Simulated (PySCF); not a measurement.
Run record: geometry optimisation, `[C@H]1(B(F)F)SC1`.

Method: PBE0-D3(BJ)/def2-SVP geometry optimisation, gas phase (PySCF 2.14.0). Start geometry: GFN2-xTB. A driver script takes a list of jobs; this job's settings line and coordinates (Å) are shown.

Input:
```
{"job": {"xc": "PBE0", "basis": "def2-SVP", "d3": "d3bj", "grid": 1, "kind": "geom"}, "charge": 0, "multiplicity": 1}
F      2.299467     1.181137    -0.084383
B      1.375170     0.253746    -0.219330
F      1.801657    -0.882641    -0.726448
C     -0.112199     0.498334     0.177606
C     -1.099361    -0.618796     0.244471
S     -1.265198     0.363544    -1.242496
H     -0.333581     1.369791     0.786184
H     -0.738836    -1.626993     0.088297
H     -1.913558    -0.532128     0.950920
```

Question: Give the output.

Answer: 
```
step   0  E = -700.05297963  max force = 0.008481
step   1  E = -700.05337600  max force = 0.004582
step   2  E = -700.05394968  max force = 0.004718
step   3  E = -700.05421019  max force = 0.003090
step   4  E = -700.05431546  max force = 0.001507
step   5  E = -700.05434290  max force = 0.000716
step   6  E = -700.05435722  max force = 0.000518
step   7  E = -700.05435725  max force = 0.000323
optimisation converged
```

Energies in Eh; «max force» is the largest Cartesian gradient component in Eh/bohr.

Question: Give the first gradient maximum in eV/Å.

Answer: With 1 Eh/bohr = 51.422 eV/Å, 0.436 eV/Å.

Question: How much energy does the optimisation release, in kJ/mol?

Answer: E(step 0) − E(last step) = 0.001378 Eh, which is 3.6 kJ/mol.

Main results: final energy -700.05436 Eh after 7 steps; dipole 2.22 D.

Question: Where do the atoms end?

Answer: 0.093 Å rms from the input after alignment:
```
atom  x, y, z in Å
F1     1.8841    1.4618   -0.9309
B2     1.1719    0.3911   -0.6349
F3     1.5649   -0.7626   -1.1425
C4    -0.0851    0.4917    0.2707
C5    -0.8685   -0.7311    0.5615
S6    -1.5508    0.2212   -0.8091
H7    -0.1906    1.3457    0.9482
H8    -0.4350   -1.6993    0.2904
H9    -1.4772   -0.7353    1.4707
```

Question: How long does this job take on one thread of an x86-64 server, no GPU, shared host?

Answer: About 30 s.
Labels such as C1 count atoms from 1, the log's own numbers from 0.
